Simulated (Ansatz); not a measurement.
Species: BGeH3F, charge 0, doublet. BGeH3F (SMILES [GeH3][B]F, doublet).
B3LYP-D3(BJ)/def2-TZVP minimum from Ansatz (an electronic-structure program):
```
Ge
H 1 1.5383
H 1 1.5383 2 108.12
H 1 1.5451 2 109.13 3 -118.59
B 1 2.1005 2 107.50 3 115.78
F 5 1.3030 1 125.63 2 121.90
```
Charge 0, spin multiplicity 2.

Wanted: atomisation energy (electronic, to ground-state atoms), in kJ/mol. Open shells are spin-unrestricted; no spin-orbit coupling. Correlated methods leave the cores frozen (noble-gas shells, and filled d and f shells in the p block). No relativity. CBS(X,Y): correlation extrapolated as X^-3, Hartree-Fock from the larger set. A bracket is a step between two methods taken in the basis named. Double hybrids freeze cores in their MP2 part. For partners of very few electrons the exact lower level stands in for a higher one.

CCSD(T)/CBS(cc-pVTZ,cc-pVQZ) + [CCSDT(Q) - CCSD(T)]/cc-pVDZ (Ansatz) gives 1737.6 kJ/mol.

### Question
How far off this value is PBE/def2-TZVPD (Ansatz), in which direction, and how far these levels: r2SCAN/def2-TZVPD, PBE0/def2-TZVPD, wB97M-V/def2-TZVPD, B2PLYP/def2-TZVPD, CCSD(T)/CBS(cc-pVTZ,cc-pVQZ)?

### Answer
PBE gives 1768.6 kJ/mol, 31.0 kJ/mol above it. Differences of the others: r2SCAN/def2-TZVPD (Ansatz) 42.5; PBE0/def2-TZVPD (Ansatz) 3.8; wB97M-V/def2-TZVPD (Ansatz) 2.9; B2PLYP/def2-TZVPD (Ansatz) -15.2; CCSD(T)/CBS(cc-pVTZ,cc-pVQZ) (Ansatz) -2.4 kJ/mol.
